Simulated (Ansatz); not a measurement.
Geometry optimisation, RKS PBE0/def2-SVP (Ansatz).

input.yaml

```yaml
crystal:
  periodic: [false, false, false]
  atoms:
    - { symbol: Ge, position_ang: [0.268826, 0.024909, 0.128235] }
    - { symbol: Ge, position_ang: [0.1879, 0.004132, 2.532878] }
    - { symbol: H, position_ang: [-1.171236, -0.509479, 3.068677] }
    - { symbol: H, position_ang: [1.266384, -0.927963, 3.120775] }
    - { symbol: H, position_ang: [0.397941, 1.41222, 3.120019] }
    - { symbol: H, position_ang: [1.766267, -0.014146, -0.26594] }
    - { symbol: H, position_ang: [-0.351681, 1.289033, -0.473319] }
    - { symbol: H, position_ang: [-0.37268, -1.246181, -0.45509] }
    - { symbol: O, position_ang: [-2.631962, 0.149196, 0.776363] }
    - { symbol: H, position_ang: [-2.872893, -0.666809, 0.323543] }
    - { symbol: H, position_ang: [-2.430366, -0.144613, 1.692358] }
basis:
  gaussian: { orbitals: def2-SVP }
hamiltonian:
  xc: pbe0
relax:
  f_tol: 0.03
  max_steps: 50
output:
  orbitals: {}
```

Launched with:

```bash
$ ansatz run input.yaml --threads 4 --pin off --max-ram 5120MiB --backend cpu --events-out ev --progress --plain --runs-dir out
```

Where does it end, and by what steps?

It converged. The force dipped under the threshold on the way, but the program's further checks kept it going. After 29 steps the energy has fallen by 0.112 eV; H11 moved furthest, 1.04 Å.

```json
{"step": "0", "energy less start (eV)": "0.0000", "largest force component (eV/Å)": "0.821", "accepted": "yes"}
{"step": "2", "energy less start (eV)": "0.0034", "largest force component (eV/Å)": "0.692", "accepted": "no"}
{"step": "4", "energy less start (eV)": "-0.0469", "largest force component (eV/Å)": "0.161", "accepted": "yes"}
{"step": "6", "energy less start (eV)": "-0.0480", "largest force component (eV/Å)": "0.034", "accepted": "yes"}
{"step": "8", "energy less start (eV)": "-0.0491", "largest force component (eV/Å)": "0.119", "accepted": "yes"}
{"step": "10", "energy less start (eV)": "-0.0515", "largest force component (eV/Å)": "0.199", "accepted": "yes"}
{"step": "12", "energy less start (eV)": "-0.0610", "largest force component (eV/Å)": "0.022", "accepted": "yes"}
{"step": "14", "energy less start (eV)": "-0.0660", "largest force component (eV/Å)": "0.110", "accepted": "yes"}
{"step": "16", "energy less start (eV)": "-0.0613", "largest force component (eV/Å)": "0.954", "accepted": "no"}
{"step": "18", "energy less start (eV)": "-0.0833", "largest force component (eV/Å)": "0.288", "accepted": "yes"}
{"step": "20", "energy less start (eV)": "-0.1029", "largest force component (eV/Å)": "0.080", "accepted": "yes"}
{"step": "22", "energy less start (eV)": "-0.1089", "largest force component (eV/Å)": "0.012", "accepted": "yes"}
{"step": "24", "energy less start (eV)": "-0.1094", "largest force component (eV/Å)": "0.050", "accepted": "yes"}
{"step": "26", "energy less start (eV)": "-0.1109", "largest force component (eV/Å)": "0.107", "accepted": "yes"}
{"step": "28", "energy less start (eV)": "-0.1104", "largest force component (eV/Å)": "0.206", "accepted": "no"}
{"step": "29", "energy less start (eV)": "-0.1118", "largest force component (eV/Å)": "0.005", "accepted": "yes"}
```

```xyz
11
Properties=species:S:1:pos:R:3
Ge 0.432 -0.044 0.033
Ge 0.135 -0.179 2.435
H -0.731 -1.395 2.825
H 1.482 -0.323 3.176
H -0.555 1.086 2.986
H 1.932 -0.187 -0.310
H -0.050 1.315 -0.498
H -0.325 -1.180 -0.672
O -2.604 0.148 0.835
H -2.864 -0.682 1.251
H -2.796 0.810 1.507
```

Whether the end is a true minimum wasn't checked by a vibrational analysis.

Run time: 48 s on 4 threads of Arm Neoverse V2, with other jobs on the host, peak memory 0.32 GiB.
